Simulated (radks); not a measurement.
Results of a calculation; reference values are marked as such.
How relativity changes the ionisation of neutral vanadium ([Ar] 3d3 4s2) to V+ ([Ar] 3d4). Spin-unpolarised spherical Kohn-Sham, PBE, point nucleus unless stated (finite: rms radius 3.6002 fm), a radial shooting solver on a logarithmic mesh with Libxc functionals. A level marked "c x" has the speed of light scaled by that factor and shares open shells by 2j + 1; other Dirac levels either fill j = l - 1/2 first or share by 2j + 1.

| level | E(V) (hartree) | E(V+) (hartree) | IE (eV) | HOMO | <r> HOMO (bohr) |
|---|---|---|---|---|---|
| non-rel. | -943.58213 | -943.32840 | 6.904 | 4s | 3.378 |
| scalar-rel. | -949.00523 | -948.74075 | 7.197 | 4s | 3.350 |
| scalar-rel., finite nucleus | -949.00301 | -948.73853 | 7.197 | 4s | 3.350 |
| Dirac, 2j+1 shares | -949.01672 | -948.75223 | 7.197 | 4s1/2 | 3.350 |
| Dirac, low j first | -949.02106 | -948.75736 | 7.176 | 4s1/2 | 3.352 |
| Dirac, 2j+1 shares, finite nucleus | -949.01450 | -948.75001 | 7.197 | 4s1/2 | 3.350 |
| Dirac, c x 0.85 | -951.14470 | -950.87601 | 7.311 | 4s1/2 | 3.340 |
| Dirac, c x 1.5 | -945.97895 | -945.72046 | 7.034 | 4s1/2 | 3.366 |
| Dirac, c x 100 | -943.58267 | -943.32893 | 6.905 | 4s1/2 | 3.378 |

NIST Atomic Spectra Database: 6.746 eV (measured). The relativistic part of the total energy of V is -5.432 hartree (Dirac, 2j+1 shares, finite nucleus), 0.58 % of the non-relativistic value. Spin polarisation and multiplet splitting of open shells are left out at every level.

Beside tabulated values, note that spin-unpolarised runs miss the spin-polarisation part of the exchange energy of open shells.
